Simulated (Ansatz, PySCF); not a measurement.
Reaction R1 → P1 + 2 P2, each structure at its B3LYP-D3(BJ)/def2-TZVP stationary point, reached from a drawn start (curvature not checked).
R1, F4Hg (SMILES [F][Hg]([F])([F])[F]) (charge 0, multiplicity 1):
```tsv
atom	x (Å)	y (Å)	z (Å)
Hg	0.0000	0.0000	0.0000
F	1.9107	0.0000	0.0000
F	-1.9107	0.0000	0.0000
F	0.0000	1.9107	0.0000
F	0.0000	-1.9107	0.0000
```
P1: F2Hg (SMILES [F][Hg][F]), charge 0, multiplicity 1.
P2: F atom, charge 0, multiplicity 2.

| level | reaction energy (kcal/mol) | cost |
|---|---|---|
| HF/def2-SVP | -72.60 | - |
| HF/def2-TZVPP | -65.20 | - |
| HF/def2-QZVPP | -63.23 | - |
| SVWN5/def2-TZVPP | 110.94 | ×0.7 |
| PBE/def2-TZVPP | 72.85 | ×1 |
| BLYP/def2-TZVPP | 64.90 | ×1 |
| revPBE/def2-TZVPP | 60.70 | ×1 |
| r2SCAN/def2-TZVPP | 63.95 | ×1 |
| B97M-V/def2-TZVPP | 59.95 | ×2 |
| B3LYP/def2-TZVPP | 46.64 | ×1 |
| PBE0/def2-TZVPP | 44.71 | ×1 |
| BHLYP/def2-TZVPP | 13.19 | ×1 |
| M06-2X/def2-TZVPP | 28.16 | - |
| CAM-B3LYP/def2-TZVPP | 44.70 | ×2 |
| wB97X-V/def2-TZVPP | 42.42 | ×2 |
| wB97M-V/def2-TZVPP | 41.12 | ×3 |
| B2PLYP/def2-TZVPP | 44.64 | ×2 |
| MP2/def2-SVP | 34.23 | - |
| MP2/def2-TZVPP | 45.98 | - |
| MP2/def2-QZVPP | 52.10 | - |
| SCS-MP2/def2-SVP | 27.09 | - |
| SCS-MP2/def2-TZVPP | 36.96 | - |
| SCS-MP2/def2-QZVPP | 42.86 | - |
| CCSD/def2-SVP | 9.38 | - |
| CCSD/def2-TZVPP | 18.07 | - |
| CCSD/def2-QZVPP | 23.61 | - |
| CCSD(T)/def2-SVP | 20.78 | ×3 |
| CCSD(T)/def2-TZVPP | 32.44 | ×20 |
| CCSD(T)/def2-QZVPP | 38.57 | ×70* |

P less R. No zero-point or thermal terms; singlets are restricted closed shells; open shells are unrestricted; no spin–orbit coupling. The spin states of the d-block species are the ones drawn and need not be the lowest.

Correlated levels freeze the cores.

Programs: Ansatz (Gaussian basis) for Hartree–Fock, density functionals and correlated methods; PySCF for M06-2X. No computed number here is a measurement. Elements past Kr take the def2 small-core potentials, without spin–orbit coupling.

Costs are rough ratios of core time to PBE/def2-TZVPP (about 4 s over the structures, on one shared machine); a dash marks a level with no comparable run of its own. A star marks coupled-cluster runs past 200 virtual orbitals, where the program's memory plan changes under this machine's limit, so their costs aren't comparable with smaller runs.

Ansatz is an electronic-structure program.
